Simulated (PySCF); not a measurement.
**Which orbitals make which state**

C6H6F4.
Geometry (GFN2-xTB, Å), atoms numbered from 1 in this order:
```
atom  x, y, z in Å
C1     2.9719    0.3840    0.9626
C2     1.7880    0.2926    0.1414
C3     0.8088    0.2245   -0.5453
C4    -0.3906    0.1353   -1.3565
C5    -1.5552   -0.4499   -0.5561
F6    -2.6135   -0.7031   -1.3920
C7    -2.0497    0.5107    0.5352
F8    -2.2818    1.7426    0.0733
F9    -1.1527    0.6250    1.5237
F10   -3.1847    0.0812    1.0963
H11    2.6917    0.6750    1.9739
H12    3.4804   -0.5787    0.9959
H13    3.6506    1.1304    0.5522
H14   -0.6697    1.1250   -1.7300
H15   -0.2132   -0.5196   -2.2142
H16   -1.2879   -1.3986   -0.0719
```

Method used: TDDFT PBE0/def2-SVPD, vertical, gas phase, core orbitals frozen in the response in PySCF.

Orbital energies (eV): HOMO-3 -10.84, HOMO-2 -10.43, HOMO-1 -7.75, HOMO -7.68, LUMO 0.51, LUMO+1 0.90, LUMO+2 0.97.

Question: Among the lowest singlets, which states do these configurations lead, and at what energies: HOMO→LUMO+1, HOMO-1→LUMO, HOMO→LUMO?

Answer: 

```json
{"state": "S4", "leading configuration": "HOMO→LUMO", "weight": "0.64", "Δε (eV)": "8.19", "E (eV)": "7.00", "E − Δε (eV)": "-1.19", "f": "0.0060", "other configurations": "H→L+2 (12%), H-1→L+3 (9%)"}
{"state": "S5", "leading configuration": "HOMO-1→LUMO", "weight": "0.81", "Δε (eV)": "8.26", "E (eV)": "7.08", "E − Δε (eV)": "-1.19", "f": "0.0077", "other configurations": "–"}
{"state": "S6", "leading configuration": "HOMO→LUMO+1", "weight": "0.89", "Δε (eV)": "8.58", "E (eV)": "7.61", "E − Δε (eV)": "-0.97", "f": "0.0003", "other configurations": "–"}
```

E − Δε runs from -1.19 to -0.97 eV. Among themselves, these states come in the order of their orbital differences. Δε is the difference of the two orbital energies.

H and L stand for HOMO and LUMO. The other states: S1 6.63 eV, f 0.0001, H→L+2 (45%), H-1→L+2 (15%), H→L+3 (13%); S2 6.92 eV, f 0.0061, H-1→L+2 (39%), H→L+3 (31%), H→L (13%); S3 6.96 eV, f 0.0018, H-1→L+3 (49%), H→L (14%), H→L+2 (11%).

Triplets, Tamm–Dancoff:

```json
{"state": "T1", "E (eV)": "5.44", "λ (nm)": "228.0", "main configurations (H = HOMO, L = LUMO)": "H-1→L+2 (25%), H→L+3 (22%), H→L+2 (19%)"}
{"state": "T2", "E (eV)": "5.95", "λ (nm)": "208.4", "main configurations (H = HOMO, L = LUMO)": "H→L+2 (42%), H-1→L+3 (34%)"}
```

Summed over the main configurations (up to three a state, each over 8%) of all 6 singlets, the electron leaves HOMO with weight 2.93 and HOMO-1 with weight 1.94.

One conformer stands for the species.
